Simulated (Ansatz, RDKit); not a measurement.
Noncovalent pair: SiH4 (SMILES [SiH4]) (first 5 atoms) with H2S (SMILES S); geometry from B3LYP-D3(BJ)/def2-TZVP, rigid monomers moved along the line of their centres of mass till Si1···S6 is 4.33 Å.
(charge 0, multiplicity 1):
```xyz
8

Si     0.0302    -0.0436    -0.2875
H     -0.7053     1.1278     0.2390
H     -0.1105    -0.0712    -1.7635
H     -0.5450    -1.2861     0.2725
H      1.4622     0.0588     0.0632
S      0.2171     0.0784     4.0371
H     -0.3027     1.3088     3.9027
H     -0.9866    -0.5065     3.9322
```

Interaction energies are E(AB) − E(A) − E(B) at the monomers' geometry in the complex; basis-set methods are counterpoise corrected. RDKit's UFF carries no charges.

Codes used: Ansatz (Gaussian basis) for Hartree–Fock, density functionals and correlated methods; RDKit for the force fields. 

Task: Give the interaction energy at the level MMFF94.

Result: -0.5 kcal/mol

Ansatz is an electronic-structure program.
